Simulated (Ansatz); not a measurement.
H4NSi (SMILES [NH][SiH3]) moved off its minimum; all values from Ansatz (an electronic-structure program), cores frozen in correlated methods. Open shells are unrestricted.
(charge 0, multiplicity 2)
```xyz
6

N      1.1262    -0.4155    -0.1525
Si    -0.4618     0.1813     0.0317
H      1.8470     0.1950     0.1374
H     -0.7798     0.0775     1.5641
H     -1.4856    -0.6784    -0.7017
H     -0.7484     1.5474    -0.2809
```

Task: Give the forces (eV/Å), the total energy and the dipole at CCSD(T)/cc-pV(T+d)Z.

Result: 
```json
[
 {"atom": "N1", "Fx": "-0.090", "Fy": "-1.260", "Fz": "-0.650"},
 {"atom": "Si2", "Fx": "-2.068", "Fy": "-1.041", "Fz": "1.454"},
 {"atom": "H3", "Fx": "1.119", "Fy": "0.944", "Fz": "0.406"},
 {"atom": "H4", "Fx": "0.298", "Fy": "-0.051", "Fz": "-1.071"},
 {"atom": "H5", "Fx": "0.684", "Fy": "0.358", "Fz": "0.292"},
 {"atom": "H6", "Fx": "0.057", "Fy": "1.050", "Fz": "-0.432"}
]
```
Energy -346.0567 hartree, dipole 1.39 D.
